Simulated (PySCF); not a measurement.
Exercise with solution: chemical shift, span and skew from a shielding tensor

C5H7F, SMILES F[C@H]1C=CCC1. Atoms are numbered in the order given.

```xyz
13

F     -1.7747     0.6468     0.7337
C     -0.7771     0.3877    -0.2120
C      0.5141     1.0980     0.1048
C      1.5698     0.2690    -0.0099
C      1.1538    -1.1274    -0.4064
C     -0.3809    -1.1026    -0.2151
H     -1.1892     0.7251    -1.1936
H      0.5508     2.1715     0.3419
H      2.6222     0.5635     0.1260
H      1.6607    -1.9166     0.1887
H      1.4290    -1.3241    -1.4677
H     -0.6436    -1.4842     0.7929
H     -0.9358    -1.7047    -0.9597
```
Charge 0, spin multiplicity 1.

Geometry optimised at PBE-D3(BJ)/def2-SVP. The structure was generated by enumeration; whether it is a known compound was not checked. The values are those of a single conformer.

GIAO shieldings from PBE/pcSseg-1 (PySCF), non-relativistic, no solvent. The symmetric part of the tensor of C6 has the principal values 113.2, 149.0, 164.7 ppm. The same nucleus in TMS has σ = 182.0 ppm at this level (PySCF, at its B3LYP-D3(BJ)/def2-TZVP geometry).

Problem. Work out the isotropic shielding, the ¹³C shift against TMS, the span and the skew.

Solution. 
σ(iso) = (σ11 + σ22 + σ33)/3 = 142.3 ppm. δ = σ(ref) − σ(iso) = 182.0 − (142.3) = 39.7 ppm.
Span Ω = σ33 − σ11 = 51.5 ppm. Skew κ = 3(σ(iso) − σ22)/Ω = -0.39. Tumbling in solution averages the tensor to δ; in a static solid the shielding alone would spread this spin-1/2 line over Ω.
